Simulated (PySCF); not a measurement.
CHNO, SMILES N=C=O.

Geometry: PBE-D3(BJ)/def2-TZVP.

Calculation: PySCF with PBE-D3(BJ)/def2-TZVP.

No scaling factor is applied to the harmonic values.

| mode | ν (cm⁻¹) | IR (km/mol) | moving atoms (share of kinetic energy) |
|---|---|---|---|
| 1 | 559 | 64.6 | C 46 %, H 37 %, O 13 % |
| 2 | 611 | 0.9 | C 69 %, O 15 %, H 9 % |
| 3 | 780 | 194.2 | H 52 %, C 26 %, N 20 % |
| 4 | 1295 | 0.4 | N 49 %, O 47 % |
| 5 | 2287 | 579.1 | C 72 %, O 15 %, N 11 % |
| 6 | 3595 | 134.6 | H 92 % |
